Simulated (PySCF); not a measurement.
C₂H₁₃PSi₃.
Structure used (GFN2-xTB), in Å, numbered top down from 1:
```xyz
19
C2H13PSi3 angstrom
C     -0.3350    0.8994   -1.8166
Si    -0.5790    0.3115   -0.0122
Si    -1.2470   -1.9297    0.0864
P     -2.0468    1.8013    0.8759
C      1.0442    0.6386    0.9580
Si     2.5905   -0.2745    0.3455
H      0.3926    0.2817   -2.3338
H     -1.2658    0.8549   -2.3756
H      0.0168    1.9272   -1.8507
H     -0.3176   -2.8222   -0.6104
H     -2.5669   -2.1410   -0.5198
H     -1.3532   -2.4154    1.4669
H     -2.2758    1.0572    2.0196
H     -3.1545    1.2652    0.2448
H      1.2411    1.7122    0.9464
H      0.8765    0.3802    2.0051
H      2.3504   -1.7185    0.4094
H      2.8817    0.1129   -1.0359
H      3.7381    0.0683    1.1895
```

Method: TDDFT CAM-B3LYP/def2-SVPD, vertical, gas phase, core orbitals frozen in the response in PySCF.

Transition dipole moments from the ground state, in atomic units and in the frame of the coordinates above (overall signs are arbitrary), for the states with f of 0.002 or more among the lowest 7:

| state | E (eV) | μx | μy | μz |
| --- | --- | --- | --- | --- |
| S1 | 6.466 | 0.720 | -0.982 | -0.487 |
| S2 | 6.503 | -0.218 | 0.256 | -0.123 |
| S3 | 6.598 | -0.216 | 0.851 | 0.193 |
| S4 | 6.776 | -0.071 | 0.137 | 0.069 |
| S5 | 7.285 | 0.402 | -0.641 | -0.142 |
| S6 | 7.311 | -0.031 | -0.906 | -0.110 |
| S7 | 7.512 | 0.752 | -0.081 | 0.331 |

Question: Work out the oscillator strengths.

Answer: f = (2/3) ΔE |μ|² with ΔE in hartree (27.2114 eV).

```
state  |μ|² (au)  |μ| (D)      f
   S1      1.720     3.33  0.272
   S2      0.128     0.91  0.020
   S3      0.808     2.28  0.131
   S4      0.029     0.43  0.005
   S5      0.593     1.96  0.106
   S6      0.834     2.32  0.149
   S7      0.681     2.10  0.125
```

Question: Which bond between heavy atoms lies closest to the direction of the S1 transition dipole?

Answer: Si2–P4, at 8° from it; next C5–Si6 at 22°.

Question: What angle do the transition dipoles of S3 and S6 make?

Answer: |cos θ| = |μa·μb| / (|μa| |μb|) = 0.96, so θ ≈ 17° (taken between 0 and 90°, since the signs are arbitrary).

Question: What peak molar absorption coefficient would the strongest computed level give as a lone Gaussian band 0.5 eV wide at half height?

Answer: ε(max) = 2.175×10⁸ f / FWHM, with the width in cm⁻¹. S1: 2.175×10⁸ × 0.2724 / 4033 ≈ 15000 L mol⁻¹ cm⁻¹.

One conformer stands for the species.

Without π bonds the low states may be Rydberg-like; a valence basis with one diffuse set may place them up to an eV too high.
